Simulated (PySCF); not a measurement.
# Two-dimensional NMR puzzle

Compound of formula C$_{7}$H$_{16}$B$_{2}$. Correlations simulated from computed shifts and the bond graph:

HSQC (one-bond C–H):
```csv
δH,δC
2.16,30.8
1.76,24.9
1.53,25.1
1.47,29.7
1.37,24.9
1.32,34.6
1.29,29.7
0.82,12.9
0.76,30.8
0.09,25.1
```

COSY cross peaks (H two or three bonds apart, from the bond graph; peaks can be absent where the dihedral angle is near 90°):
```csv
δH,δH
7.67,2.16
7.67,1.53
7.67,0.76
7.67,0.09
2.16,1.76
2.16,1.37
2.16,0.76
1.76,1.47
1.76,1.37
1.76,1.29
1.76,0.76
1.53,1.32
1.53,0.09
1.47,1.37
1.47,1.32
1.47,1.29
1.37,1.29
1.37,0.76
1.32,1.29
1.32,0.09
```

HMBC (two and three bonds, from the bond graph):
```csv
δH,δC
7.67,"34.6, 30.8, 25.1, 24.9"
2.16,"29.7, 25.1, 24.9"
1.76,"34.6, 30.8, 29.7"
1.53,"34.6, 30.8, 29.7"
1.47,"34.6, 30.8, 25.1, 24.9"
1.37,"34.6, 30.8, 29.7"
1.32,"29.7, 25.1, 24.9, 12.9"
1.29,"34.6, 30.8, 25.1, 24.9"
0.82,"34.6, 12.9"
0.76,"29.7, 25.1, 24.9"
0.09,"34.6, 30.8, 29.7"
```

PySCF 2.14.0 with density-fitted response routines calculation with PBE0-D3(BJ)/def2-SVP geometry and GIAO PBE0/pcSseg-1 shieldings; one conformer, averaged over atoms made equivalent by symmetry, fast rotation or ring inversion, no solvent model, non-relativistic.

Shifts are taken against calculated references (same method and geometry level): TMS for ¹H, ¹³C.

Exchangeable hydrogens are left out of these lists.

Problem. Assemble the structure.

Solution. SMILES CB(C)[C@H]1CBCCC1.

Atoms are numbered as in `[CH3:1][B:2]([CH3:3])[C@H:4]1[CH2:5][BH:6][CH2:7][CH2:8][CH2:9]1`. Hydrogens are named by the atom that carries them. Ha(C5), Ha(C7), Ha(C8), Ha(C9) are cis to B2 on the ring; Hb(C5), Hb(C7), Hb(C8), Hb(C9) are trans to B2 on the ring.

1. δC 34.6 is C4, an sp3 CH bonded to B (δH 1.32).
2. δC 30.8 is C7, an sp3 CH2 bonded to B (δH 2.16, 0.76).
3. δC 29.7 is C9, an sp3 CH2 in a ring (δH 1.29, 1.47).
4. δC 25.1 is C5, an sp3 CH2 bonded to B (δH 0.09, 1.53).
5. δC 24.9 is C8, an sp3 CH2 in a ring (δH 1.37, 1.76).
6. δC 12.9 is C1/C3, a methyl carbon bonded to B (δH 0.82).
7. COSY links 7.67–2.16, 7.67–1.53, 7.67–0.76, 7.67–0.09, 2.16–1.76, 2.16–1.37.

The shifts were computed for this structure.

Hydrogens on boron are broadened and split by ¹¹B (spin 3/2, 80 %) and 10B (spin 3). A carbon bonded to boron is broadened by the quadrupolar boron nucleus and is often missing from a measured spectrum. Shifts are as computed. Against solution values, carbons near 30 ppm lie about +2 ppm off and those near 130 ppm about +5 ppm. Of 1313 compounds with measured shifts, 239 miss one by over three times the rms of a fit or turn the order of signals round; such compounds aren't used in these exercises.
